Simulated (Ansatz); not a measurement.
Species: aluminum atom, Al, charge 0, multiplicity 2.

Computed values are from Ansatz (an electronic-structure program). Cores are frozen in the correlated levels unless marked. Open shells are spin-unrestricted. No spin-orbit coupling. Non-relativistic. CBS(X,Y): correlation extrapolated as X^-3; Hartree-Fock from the larger set (for Q and 5 zeta extrapolated as (X+1)exp(-9√X)).

| Quantity | Value |
|---|---|
| ionisation energy (to the singlet) | 5.97 eV at CCSD(T)/CBS(aug-cc-pV(T+d)Z,aug-cc-pV(Q+d)Z) |
| electron affinity (to the triplet; negative means unbound) | 0.45 eV at CCSD(T)/CBS(aug-cc-pV(T+d)Z,aug-cc-pV(Q+d)Z) |
| total energy | -241.9351 Eh at CCSD(T)/CBS(cc-pV(Q+d)Z,cc-pV(5+d)Z) |
| T1 diagnostic | 0.020 at CCSD/cc-pV(5+d)Z |
